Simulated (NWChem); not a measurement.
Species: HfH2I2; SMILES [I][HfH2][I]

Program: NWChem. Medium grid unless said otherwise, to which SCAN and Minnesota functionals are sensitive. The geometry was optimised at PBE0/def2-SVP. def2 effective core potentials on I, Hf; no spin-orbit coupling. B3LYP is NWChem's, with the RPA form of VWN correlation. Total energies of different functionals are on different scales.

```json
[
 {"level": "B3LYP/def2-SVP", "energy (Ha)": "-644.9143", "highest occupied level (eV)": "-7.94", "orbital gap (eV)": "5.17", "dipole (D)": "0.26"},
 {"level": "PBE/def2-SVP", "energy (Ha)": "-644.6902", "highest occupied level (eV)": "-7.12", "orbital gap (eV)": "3.73", "dipole (D)": "0.39"},
 {"level": "PW91/def2-SVP", "energy (Ha)": "-644.9421", "highest occupied level (eV)": "-7.16", "orbital gap (eV)": "3.71", "dipole (D)": "0.40"},
 {"level": "M05-2X/def2-SVP", "energy (Ha)": "-644.5473", "highest occupied level (eV)": "-9.61", "orbital gap (eV)": "7.72", "dipole (D)": "0.35"},
 {"level": "MN15/def2-SVP", "energy (Ha)": "-643.1895", "highest occupied level (eV)": "-8.71", "orbital gap (eV)": "6.54", "dipole (D)": "0.36"},
 {"level": "BP86/def2-SVP", "energy (Ha)": "-645.0581", "highest occupied level (eV)": "-7.24", "orbital gap (eV)": "3.71", "dipole (D)": "0.37"},
 {"level": "KT2/def2-SVP", "energy (Ha)": "-648.2996", "highest occupied level (eV)": "-7.19", "orbital gap (eV)": "3.66", "dipole (D)": "0.43"},
 {"level": "r2SCAN/def2-SVP", "energy (Ha)": "-644.9565", "highest occupied level (eV)": "-7.46", "orbital gap (eV)": "4.20", "dipole (D)": "?"},
 {"level": "SCAN/def2-SVP", "energy (Ha)": "-644.9358", "highest occupied level (eV)": "-7.46", "orbital gap (eV)": "4.18", "dipole (D)": "0.22"},
 {"level": "M06-L/def2-SVP", "energy (Ha)": "-645.0679", "highest occupied level (eV)": "-7.16", "orbital gap (eV)": "4.18", "dipole (D)": "0.37"}
]
```

Question: Fill in the missing entries.

Answer: 
- r2SCAN/def2-SVP, dipole (D): 0.16
